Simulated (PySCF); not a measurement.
Species: C2H5OSi (doublet state).
Structure used (GFN2-xTB), in Å, numbered top down from 1:
```xyz
9
C2H5OSi angstrom
O      1.358    1.866   -0.895
C      1.291    0.672   -0.883
C      0.813   -0.286    0.104
Si    -1.112   -0.227    0.160
H      1.196   -0.030    1.097
H      1.137   -1.296   -0.145
H     -1.528    1.063    0.701
H     -1.620   -0.427   -1.196
H     -1.522   -1.329    1.031
```

The hyperfine couplings belong to this conformer and change with its torsions.

Identity: `[C](=O)C[SiH3]` [radical].

Method used: UKS B3LYP, pcH-1 on C H O Si, non-relativistic, mean-field spin-orbit, GIAO (PySCF). The structure is a single GFN2-xTB conformer in the gas phase; no vibrational or solvent corrections. Couplings are sensitive to structure, and on GFN2-xTB geometries they can be far from those on DFT ones. Stability of the SCF solution: not tested.

**Question.** The isotropic 13C couplings are +336.0, +161.3 MHz. Assign them to C2; C3.

**Answer.** 
```json
{"site": "C2", "a_iso (MHz)": "+336.0", "ρ(0) (bohr⁻³)": "+0.2993", "position": "largest spin population", "distance from C2 (Å)": "0.00", "spin population": "+0.65", "largest |T| (MHz)": "101.7"}
{"site": "C3", "a_iso (MHz)": "+161.3", "ρ(0) (bohr⁻³)": "+0.1436", "position": "1 bond from C2", "distance from C2 (Å)": "1.46", "spin population": "+0.03", "largest |T| (MHz)": "22.9"}
```

**Question.** Match the computed a_iso(1H) values +26.2, -0.6 MHz (means over equivalent nuclei) with the sites H5/H6; H7/H8/H9.

**Answer.** 
```tsv
site	a_iso (MHz)	ρ(0) (bohr⁻³)	position	distance from C2 (Å)	bound to	spin population there	largest |T| (MHz)
H5/H6	+26.2	+0.0059	2 bonds from C2	2.11	C3	+0.03	13.1
H7/H8/H9	-0.6	-0.0001	3 bonds from C2	3.44	Si4	+0.03	3.1
```

ρ(0) is the spin density at the nucleus and T the dipolar tensor; a_iso includes a spin–orbit part; entries for several nuclei are means. Largest spin populations (Mulliken): C2 (+0.65) and O1 (+0.24).

Class means assume fast exchange of nuclei equivalent by connectivity; if that motion is slow, each nucleus keeps its own coupling. The 1H value of +26.2 MHz is a mean of couplings from 17.8 to 34.7 MHz in this one geometry, not an average over conformers.

Time: 15 s wall (grids of density and orbitals included); peak memory 0.62 GiB. Hardware: one thread, Arm Neoverse V1 (aarch64), shared host.
